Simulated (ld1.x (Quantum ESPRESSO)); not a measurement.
**Ir (Z = 77): variants of one PAW potential**

Base potential:

- Element: iridium (Ir)
- Generator: ld1.x (Quantum ESPRESSO) 7.5
- Type: PAW
- Functional: PBEsol
- Relativity: fully relativistic
- Frozen core: [Kr] 4d10 4f14 5s2
- Valence charge: 15
- Reference configuration: 5p6 5d7 6s2 6p0
- Partial waves: 6s (bound): rcut 1.75, rcutus 2.30 bohr; 6s channel at 2.2 Ry: rcut 1.75, rcutus 2.30 bohr; 5p (bound): rcut 1.95, rcutus 2.25 bohr; 6p (bound, empty): rcut 1.95, rcutus 2.25 bohr; 5d (bound): rcut 1.25, rcutus 1.70 bohr; 5d channel at 1.5 Ry: rcut 1.25, rcutus 1.70 bohr
- Local potential: all-electron potential smoothed inside 1.90 bohr (lloc = -1)
- Core correction: Bessel-smoothed model core inside 1.30 bohr
- Augmentation charge: GAUSS, radius 1.30 bohr

Open shells are filled in proportion to 2j + 1 (rel_dist='average').

All-electron outer shells of the reference configuration (PBEsol, scalar-relativistic, ld1.x):

```tsv
shell	level (eV)	outermost node (bohr)	outermost maximum (bohr)
5s	-98.04	0.50	0.89
4f	-62.24	–	0.39
5p	-54.72	0.54	1.01
5d	-7.18	0.59	1.31
6s	-6.37	1.17	2.38
6p	-1.18	1.39	3.43
```

Cutoffs, loose and tight: the cutoffs (Ry, on a coarse ladder) from which the occupation-weighted sum of valence levels, in a spherical-Bessel basis at the reference potential, stays within 10 and 1 mRy of its value at 400 Ry. They do not see the model core or the augmentation charge, which bear on the density cutoff. Test errors are all-electron minus pseudo excitation energies from the reference, over the configurations 5p6 5d7 6s1 6p0; 5p6 5d7 6s0 6p0; 5p6 5d6 6s0 6p0; 5p6 5d8 6s1 6p0; 5p6 5d7.5 6s1.5 6p0; 5p6 5d6 6s2 6p0; 5p6 5d5 6s0 6p0. A dash means not determined; rows that change the core or the reference have their own tests.

A true bound ghost makes a file unfit for plane-wave use even where its test errors are small: the radial tests pick states by their node count and pass the ghost by.

Cutoffs are not given where the Bessel-basis levels miss the radial ones by over 6 mRy, ghosts where they miss by over 20 mRy; a channel whose overlap is not positive is not tested.

```csv
change,outcome,"cutoff, loose","cutoff, tight",bound ghosts,largest test error (meV)
base,generated,–,–,not determined,-231
"wave 6s channel at 2.2 Ry: rcut 1.75, rcutus 2.30 bohr becomes 6s channel at 2.62 Ry: rcut 1.75, rcutus 2.30 bohr",generated,–,–,not determined,-231
"core [Kr] 4d10 4f14, valence charge 17; reference 5s2 5p6 5d7 6s1 6p0; waves now 5s (bound): rcut 1.25, rcutus 1.35 bohr; 6s (bound): rcut 1.25, rcutus 1.35 bohr; 5p (bound): rcut 1.75, rcutus 2.15 bohr; 6p (bound): rcut 1.75, rcutus 2.15 bohr; 5d (bound): rcut 2.05, rcutus 2.15 bohr; 5d channel at 1.5 Ry: rcut 2.05, rcutus 2.15 bohr; local potential all-electron potential smoothed inside 1.55 bohr (lloc = -1); core correction a·sin(br)/r model core, default radius (core density twice the valence density); augmentation GAUSS, radius 1.00 bohr",generated,–,–,not determined,+25 over the solved tests; test run stopped at test 5 of 7 (negative rho)
"waves 6s (bound): rcut 1.75, rcutus 3.04 bohr; 6s channel at 2.2 Ry: rcut 1.75, rcutus 3.04 bohr",generated,–,–,not determined,test run stopped at test 1 of 7 (negative rho)
core correction Bessel-smoothed model core inside 0.74 bohr,generated,–,–,not determined,-230
"waves 5p (bound): rcut 1.95, rcutus 3.38 bohr; 6p (bound): rcut 1.95, rcutus 3.38 bohr",generated,–,–,not determined,test run stopped at test 1 of 7 (negative rho)
```

**Question.** What comes out with this change to the base: scalar-relativistic?

**Answer.** outcome: generated; cutoff, loose: 35 Ry; cutoff, tight: 60 Ry; bound ghosts: s; largest test error (meV): -65.
